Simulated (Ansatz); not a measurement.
Ideal-gas functions of C2H4ClGaO, SMILES `O/C(Cl)=[CH]/[GaH2]` at 400 K and 1 bar, from an Ansatz frequency run at PBE0-D4/def2-TZVP.

Molar mass 149.23 g/mol, point group Cs (symmetry number 1), electronic degeneracy 1, moments of inertia 98.98, 410.054, 509.034 u Å². Harmonic wavenumbers (cm⁻¹, unscaled): 126, 129, 153, 316, 343, 399, 488, 587, 610, 613, 753, 781, 828, 1156, 1182, 1312, 1674, 1976, 1988, 3163, 3840.

Use S(trans) = R[1.5 ln M + 2.5 ln T − 1.1517]; rotational temperatures θ = 24.2544 K / I; S(rot) = R[ln(√π/σ · √(T³/θAθBθC)) + 1.5]; for each mode x = 1.438777 ν̃/T, S = R[x/(eˣ − 1) − ln(1 − e⁻ˣ)] and H = RT x/(eˣ − 1); 1 cm⁻¹ = 0.0119627 kJ/mol; R = 8.31446 J/(mol·K).

Task: By hand: the entropy, in J/(mol·K).

Result: Translation 177.4. Rotation: θ = 0.245, 0.0591, 0.0476 K, giving 122.2. Vibration, mode by mode: 14.97, 14.77, 13.38, 7.68, 7.08, 5.99, 4.63, 3.49, 3.27, 3.24, 2.18, 2.01, 1.76, 0.68, 0.63, 0.43, 0.14, 0.06, 0.05, 0.00, 0.00, in all 86.5. Electronic 0.0. Sum 386.1 J/(mol·K).

Task: By hand: H − E and G − E in kJ/mol, counted from the electronic energy.

Result: Zero-point energy ½ × 22417 × 0.0119627 = 134.1; thermal vibration 19.1; translation, rotation and pV give 4 RT = 13.3. H − E = 166.5 kJ/mol, and G − E = 166.5 − 400 × 386.1/1000 = 12.1 kJ/mol.

Vibration gives 22 % of the entropy, 29.7 J/(mol·K) of it from the modes under 150 cm⁻¹: soft modes count most, and the harmonic formula is weakest for them. The sum counts one conformer and one mirror image; others add a mixing term.
